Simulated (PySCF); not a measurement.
BiH₅ + SbH₃ → BiH₃ + SbH₅

Level: PBE0 in the def2-TZVP basis family, computed in PySCF with density fitting; scalar-relativistic core potentials for atoms from Rb on, none lighter, no spin–orbit coupling; open shells unrestricted.

```
species                                 state and structure      E (Eh)  ZPE (kJ/mol)  H(298 K) − H(0) (kJ/mol)  S° (J/(mol K))
   BiH₅  singlet, D3h, Bi–H 1.788 Å (×3), Bi–H 1.858 Å (×2)  -217.44893          80.1                      12.4           251.1
   SbH₃  singlet, C3v, Sb–H 1.708 Å (×3); H–Sb–H 91.4° (×3)  -242.02994          50.3                      10.5           232.7
   BiH₃  singlet, C3v, Bi–H 1.787 Å (×3); H–Bi–H 90.4° (×3)  -216.39969          46.8                      10.6           241.2
   SbH₅  singlet, D3h, Sb–H 1.710 Å (×3), Sb–H 1.771 Å (×2)  -243.11889          88.1                      12.0           241.2
```

Question: What is the electronic reaction energy?

Answer: At PBE0/def2-TZVP, ΔE = -104.3 kJ/mol from the differences of the total energies times 2625.5, downhill. The heavier bismuth gives up the higher oxidation state, the inert-pair effect.

Question: Add zero-point, thermal and entropy terms for 298.15 K and 1 bar.

Answer: ΔZPE = 4.5 and Δ[H(298) − H(0)] = -0.3 kJ/mol give ΔH° = -100.1 kJ/mol. ΔS° = -1.4 J/(mol K), so ΔG° = -100.1 − 298.15 × (-0.0014) = -100 kJ/mol and log₁₀K = 17.5.

Spin–orbit coupling is large for BiH₅, BiH₃ and is left out. The structures come from searches over a few start shapes, so lower isomers are not excluded.
